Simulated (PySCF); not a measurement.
Dipole moment and polarisability of isobutylaldehyde dimethyl acetal

Compound: isobutylaldehyde dimethyl acetal, C₆H₁₄O₂.
Geometry (PBE0-D3(BJ)/def2-SVP, Å), atoms numbered from 1 in this order:
```
atom  x, y, z in Å
C1    -1.301    2.191    0.529
O2    -0.149    1.439    0.269
C3    -0.387    0.128   -0.086
O4    -1.009   -0.519    0.994
C5    -1.762   -1.644    0.662
C6     0.944   -0.520   -0.466
C7     1.907   -0.519    0.713
C8     1.535    0.151   -1.699
H9    -1.867    1.788    1.384
H10   -1.972    2.218   -0.353
H11   -0.980    3.216    0.757
H12   -1.084    0.088   -0.960
H13   -1.142   -2.479    0.284
H14   -2.271   -1.985    1.575
H15   -2.529   -1.416   -0.104
H16    0.706   -1.567   -0.725
H17    1.439   -0.971    1.599
H18    2.194    0.511    0.974
H19    2.822   -1.083    0.474
H20    0.840    0.114   -2.554
H21    2.471   -0.340   -2.005
H22    1.753    1.209   -1.489
```

Level: PBE0/def2-SVPD (PySCF), static field, nuclei fixed, core orbitals frozen in the response. The polarisability tensor in these axes (au):

```
x   88.31 -0.45 -3.37
y   -0.45 86.29 -1.27
z   -3.37 -1.27 80.30
```

Give the principal values, the mean and the anisotropy Δα = √{½[(α1 − α2)² + (α2 − α3)² + (α1 − α3)²]}.

Principal values 78.83, 86.53 and 89.53 au; mean 84.96 au = 12.59 Å³ = 14.01 × 10⁻⁴⁰ C²·m²/J; Δα = 9.57 au (11 % of the mean).

What is the dipole moment, and where does it point?

(-1.25, -0.78, -0.94) D, 1.74 D in size, pointing from the negative to the positive side. Measured along this direction, the outermost atoms are H18 at the negative end and H15 at the positive end.

Traceless (Buckingham) quadrupole moment about the centre of nuclear charge: eigenvalues?

-4.14, 0.84, 3.30 D·Å. The values depend on the origin, since the dipole doesn't vanish. The electronic extent ⟨r²⟩ about the same centre is 1140 bohr², a root-mean-square distance of 2.20 Å for the 66 electrons.

Refractivity n − 1 of an ideal gas of it at 350 K and 1 atm, from the electronic α?

N = p/kT = 2.0968 × 10¹⁹ cm⁻³, so n − 1 = 2π × N × 12.59 × 10⁻²⁴ cm³ = 1659 × 10⁻⁶ at long wavelengths, for an ideal gas.

Along which axes do the principal values lie, and how far do the nuclei extend along each?

Largest value along (0.94, 0.00, -0.34), where the nuclei span 5.69 Å; middle along (-0.06, 0.98, -0.17), 5.52 Å; least along (0.34, 0.18, 0.92), 3.85 Å. The response follows the extents in order.

The structure is a single PBE0-D3(BJ)/def2-SVP conformer in the gas phase; no vibrational or solvent corrections.

These values come from a run that also computed excited states and ΔSCF ions. The run took 9.3 min of wall time (with the writing of density and orbital grids) on one thread, Arm Neoverse N1 (aarch64), shared host with 64 logical CPUs at a one-minute load of 58, and the process peaked at 1.1 GiB of memory.
